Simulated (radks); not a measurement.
Question: These are the eigenvalues of the occupied orbitals of an atom or ion with whole-number occupations (eV). All-electron calculation, scalar-relativistic Kohn-Sham, r2SCAN, spin-unpolarised, spherical densities, finite nucleus; meta-GGA in the generalised Kohn-Sham scheme; Fermi nuclear charge, rms radius of each element as measured or else 0.836 A^(1/3) + 0.57 fm. Program: a radial shooting solver on a logarithmic mesh with Libxc functionals.

orbital  eigenvalue
1s        -14252.94
2s        -1936.647
2p        -1716.849
3s        -327.2805
3p        -256.3913
3d        -139.4951
4s         -73.6634
4p         -56.6106

Which element is it, and in what charge state? The configuration may be excited.

Answer: Z = 36, krypton, charge +4: Kr4+ in [Ar] 3d10 4s2 4p2. The list shows which subshells hold electrons but not how many an open one holds; the 1s level, -523.79 hartree, gives Z - s = 32.4 by -(Z - s)^2/2, which with screening and relativity narrows Z to a few neighbours, and the depths of the outer levels then fix element, charge and occupations together.
